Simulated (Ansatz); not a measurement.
Isolated molecules relaxed with PBE0-D4/def2-TZVP in Ansatz; ΔE leaves out vibrations. CCSD(T)/CBS is the MP2 limit (def2-TZVPP, def2-QZVPP) plus CCSD(T) − MP2 in def2-TZVPP, frozen cores. This one scheme is used for every species. DFT in def2-TZVPP. B3LYP here is the variant with VWN-RPA as its local correlation; programs differ in this. HSE06 is defined as in plane-wave codes. For Ge outer-core shells are correlated without core-valence functions, which leaves a few kJ/mol of doubt a bond. Scalar relativity is left out up to krypton. One conformer a species, not always the lowest.

Consider the cleavage of the P–Ge bond: `[PH2][GeH2][SH]` + `[OH][AlH2]` → `[AlH2][O]P` + `[SH][GeH3]`.

`[PH2][GeH2][SH]`:

```xyz
8

P     1.753   -0.027   -0.527
Ge   -0.561   -0.084   -0.666
S    -1.614    0.628    1.165
H     1.761    1.223    0.147
H     1.775   -0.772    0.682
H    -0.990   -1.525   -0.993
H    -1.035    0.875   -1.768
H    -1.089   -0.318    1.961
```

`[OH][AlH2]`:

Z-matrix (Å, degrees):
```
Al
O 1 1.696
H 1 1.585 2 119.7
H 1 1.577 2 116.0 3 -180.0
H 2 0.956 1 123.4 3 -0.0
```

`[AlH2][O]P`:

Cartesian coordinates in Å:
```
Al -0.568 1.212 0.667
O -0.459 -0.299 -0.081
P 0.343 -1.684 -0.349
H 0.706 1.768 1.419
H -1.953 1.953 0.552
H 0.240 -1.739 -1.772
H 1.691 -1.210 -0.436
```

`[SH][GeH3]`:

```xyz
6

S     0.934   -0.845    1.174
Ge   -0.480    0.224   -0.169
H     1.975   -0.748    0.333
H    -0.631   -0.530   -1.498
H     0.011    1.656   -0.435
H    -1.809    0.243    0.595
```

| level | ΔE (kJ/mol) |
| --- | --- |
| B3LYP-D4 | 35.9 |
| HSE06-D4 | 48.2 |
| B2PLYP | 35.7 |
| revPBE | 49.5 |
| BLYP | 35.0 |
| LC-ωPBE | 36.7 |
| CCSD(T)/def2-SVP | 40.6 |
| SCS-MP2/def2-QZVPP | 35.0 |

Q: What does CCSD(T)/CBS give? (Estimate.)

A: Ansatz gave: +41.9 kJ/mol. The listed levels differ from it by -6.0, 6.3, -6.2, 7.6, -6.9, -5.2, -1.3, -6.9 kJ/mol.

Largest T1 diagnostic among the species: 0.014.

In def2-TZVPP, CCSD(T) changes the Hartree–Fock value by +30.7 kJ/mol (the triples alone add +4.6 kJ/mol) and MP2 by +35.4 kJ/mol. From BLYP to BHLYP (50 % exact exchange), in def2-TZVPP and without D4, ΔE moves by −10.0 kJ/mol. Leaving LDA and LC-ωPBE aside and taking each functional with its dispersion term where it has one, the values, not all of them listed here, spread over 23.6 kJ/mol, from CAM-B3LYP-D4 to PBE-D4.
